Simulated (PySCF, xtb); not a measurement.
C4H5Br, SMILES C=C=CCBr. One conformer was computed; it need not be the lowest.

Harmonic wavenumbers (cm⁻¹) from GFN2-xTB (xtb 6.7.1) at its own minimum, in rising order: 50, 177, 221, 313, 446, 524, 631, 849, 853, 866, 960, 1015, 1124, 1161, 1214, 1316, 1418, 1439, 2088, 2988, 3011, 3046, 3076, 3085.

### Question
What does r2SCAN-D4/def2-SVP in PySCF give at its own minimum? (The exact figures need the calculation; the answer reports its results.)

### Answer
62, 193, 237, 346, 478, 569, 655, 844, 854, 886, 981, 1014, 1130, 1162, 1208, 1341, 1438, 1462, 2060, 3100, 3121, 3140, 3189, 3212. Paired by order, the mean absolute difference is 37 cm⁻¹ and the zero-point energies are 45.6 and 46.7 kcal/mol.
